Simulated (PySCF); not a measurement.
F3OSi, SMILES [O][Si](F)(F)F (connectivity only; charge and spin as stated), charge -1, multiplicity 1. Atoms are numbered in the order given.

```xyz
5

O      0.0000     0.0000     1.7250
Si     0.0000     0.0000     0.1758
F      1.2627     0.7290    -0.6023
F     -1.2627     0.7290    -0.6023
F      0.0000    -1.4580    -0.6023
```
Charge -1, spin multiplicity 1.

Geometry: PBE0-D3(BJ)/def2-SVPD. The spin state was assumed, not searched. The isomer is the one that the SMILES or the coordinates give; other isomers of the formula were not compared.

All values below come from PySCF with r2SCAN/def2-SVPD.

Symmetry labels are those of the subgroup Cs that the program uses (full group C3v).

Task: List the valence orbital energies around the gap with their symmetry. (An estimate is asked for; the answer gives what the named calculation found.)

Result: 
```csv
orbital,symmetry,energy (eV)
HOMO−7,A",-5.90
HOMO−6,A',-5.90
HOMO−5,A",-5.16
HOMO−4,A',-5.16
HOMO−3,A",-4.85
HOMO−2,A',-3.13
HOMO−1,A",-1.49
HOMO,A',-1.49
LUMO,A',4.43
LUMO+1,A',6.66
LUMO+2,A",6.66
LUMO+3,A',6.98
```
